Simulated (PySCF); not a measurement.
Atom-mapped SMILES (the numbers label the heavy atoms): `[O:1]=[C:2]1[C:3](=[O:4])[C:5]([Cl:6])=[CH:7][CH:8]=[C:9]1[F:10]`; H(Xn) means a hydrogen on atom n.

Geometry: GFN2-xTB; GIAO shifts from PySCF 2.14.0 with density-fitted response routines, gas phase, non-relativistic, averaged over equivalent atoms.

At BP86/MINI (56 basis functions, 19 s wall time on 1 thread of an Arm Neoverse N1, shared host):
| atoms | δ (ppm) |
| --- | --- |
| O1 | 867.0 |
| O4 | 830.0 |
| C9 | 114.9 |
| C2 | 113.3 |
| C3 | 111.7 |
| C5 | 111.6 |
| C7 | 107.7 |
| C8 | 97.7 |
| F10 | -33.9 |
| H(C7) | 7.53 |
| H(C8) | 7.49 |

Referencing at the same level of theory: ¹⁷O (σ = 365.49 ppm) against H2O; TMS for ¹³C (σ = 218.79 ppm) and ¹H (σ = 30.62 ppm); ¹⁹F (σ = 176.39 ppm) vs CFCl3.

Q: Estimate the result of repeating the calculation with B97-2/pcSseg-1.

A: 
| atoms | δ at B97-2/pcSseg-1 | change |
| --- | --- | --- |
| O1 | 741.3 | -125.7 |
| O4 | 716.0 | -114.0 |
| C9 | 159.2 | +44.3 |
| C2 | 175.1 | +61.8 |
| C3 | 172.1 | +60.4 |
| C5 | 139.7 | +28.1 |
| C7 | 136.8 | +29.1 |
| C8 | 120.9 | +23.2 |
| F10 | -115.3 | -81.4 |
| H(C7) | 6.95 | -0.58 |
| H(C8) | 6.52 | -0.97 |

Referencing at the same level of theory: ¹⁷O (σref 333.19) against H2O; ¹³C (σref 186.19), ¹H (σref 31.82) vs TMS; CFCl3 for ¹⁹F (σref 171.82).

The largest change is at O1 (ketone oxygen). Cost: 187 basis functions, 44 s wall time on 1 thread of an Arm Neoverse N1, shared host. The order of the carbon signals changes between the two levels.

Carbons that carry Cl, above all several Cl atoms, come out too deshielded, partly because spin–orbit coupling is missing. Unscaled 19F shifts against computed CFCl3 carry errors that often reach 10 to 50 ppm. Unscaled 17O shifts of doubly bonded oxygen tend to come out too high, by tens of ppm or more. Experimental scales use liquid or dissolved standards, which lie at an offset from isolated H2O (liquid H2O: subtract about 36 ppm).
